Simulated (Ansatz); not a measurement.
Consider the isomerisation: `C=C=C(N)[SiH3]` → `CC[SiH2]C#N`.

Gas-phase electronic energies from Ansatz, PBE0-D4/def2-TZVP geometries. CCSD(T)/CBS is the MP2 limit (def2-TZVPP, def2-QZVPP) plus CCSD(T) − MP2 in def2-TZVPP, frozen cores. Functionals use def2-TZVPP. B3LYP here is the variant with VWN-RPA as its local correlation; programs differ in this. Each species was taken in one conformer, which may not be the lowest.

CCSD(T)/CBS gives -197.1 kJ/mol.

Q: Another level gave -158.9 kJ/mol. Which?
A. PBE0/def2-TZVPP
B. BLYP-D4/def2-TZVPP
C. PBE-D4/def2-TZVPP
D. B3LYP/def2-TZVPP

A: C. PBE-D4 -158.9, B3LYP -174.6, BLYP-D4 -166.2, PBE0 -170.3 kJ/mol.

Largest T1 diagnostic among the species: 0.013.

From BLYP to BHLYP (50 % exact exchange), in def2-TZVPP and without D4, ΔE moves by −18.0 kJ/mol. At CCSD(T), def2-SVP lies −10.3 kJ/mol from the extrapolated value and def2-TZVPP −7.1 kJ/mol. Leaving LDA and LC-ωPBE aside and taking each functional with its dispersion term where it has one, the values, not all of them listed here, spread over 35.0 kJ/mol, from PBE-QIDH to PBE-D4. LDA lies +27.7 kJ/mol from PBE without D4.
